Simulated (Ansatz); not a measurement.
A nudged elastic band was laid between two geometries of Cl3HSn + ClH (7 atoms, charge 0, multiplicity 1).

All numbers below come from RKS B3LYP-D4/def2-SVP (Ansatz).

```yaml
movable_images: 7
climbing_image: yes
spring: 5.0 eV/Å²
optimiser: quadratic models (default)
start_path: through a guess of the saddle point
force_threshold: 0.05 eV/Å
iteration_limit: 60
end_points: relaxed
```

First end point:

```xyz
7
Properties=species:S:1:pos:R:3
Sn 0.324 0.000 -0.176
H 0.405 0.000 1.525
Cl 2.506 0.000 -1.052
Cl -0.741 1.901 -1.044
Cl -0.741 -1.901 -1.044
Cl -2.866 0.000 1.592
H -2.492 0.000 2.828
```

Last end point:

```xyz
7
Properties=species:S:1:pos:R:3
Sn -0.620 0.000 -0.813
H 0.128 0.000 3.324
Cl 1.407 0.000 0.348
Cl -0.738 1.909 -2.151
Cl -0.738 -1.910 -2.151
Cl -2.414 0.000 0.682
H -0.630 0.000 3.389
```

(1) What changes between the two ends?

(2) Give the energies along the band, and the barrier.

(3) What is the geometry of the highest image?

(4) What are the harmonic wavenumbers there?

The band took 15 iterations and roughly 13 core-minutes.

Results:

(1) Bonds broken: Sn1–H2, Cl6–H7. Bonds formed: Sn1–Cl6, H2–H7. Cl3HSn + ClH becomes Cl4Sn + H2.

(2) The forces met the threshold. The highest image is number 3 of 0 to 8, 1.36 eV above the first end and 1.86 eV above the last; the last end lies 0.50 eV below the first. A vibrational analysis at the climbing image gives one clearly imaginary mode, 1174i cm⁻¹: a first-order saddle point. The orbitals stay closed-shell, which can raise the energy where a bond breaks towards radicals; this wasn't checked here.

```
image  path coordinate (Å)  energy (eV)  Sn1–H2 (Å)  Cl6–H7 (Å)  Sn1–Cl6 (Å)
    0                 0.00         0.00        1.70        1.29         3.65
    1                 0.76         0.05        1.70        1.29         3.53
    2                 1.53         0.33        1.73        1.31         3.17
    3                 2.29         1.36        1.96        1.63         2.68
    4                 2.90         0.51        2.33        2.11         2.45
    5                 3.51        -0.06        2.79        2.42         2.37
    6                 4.12        -0.33        3.24        2.63         2.35
    7                 4.73        -0.47        3.71        2.87         2.34
    8                 5.33        -0.50        4.20        3.24         2.34
```

(3) 
```xyz
7
Properties=species:S:1:pos:R:3
Sn -0.307 0.000 -0.082
H -0.009 0.000 1.853
Cl 2.050 0.000 -0.290
Cl -0.921 1.998 -1.131
Cl -0.921 -1.998 -1.131
Cl -2.518 0.000 1.428
H -0.980 0.000 1.982
```

(4) 1174i, 51, 76, 114, 132, 136, 182, 288, 351, 372, 398, 959, 1014, 1430, 1813 cm⁻¹.

Run time: 3.6 min on 4 threads of Arm Neoverse V1, with other jobs on the host, peak memory 0.31 GiB.
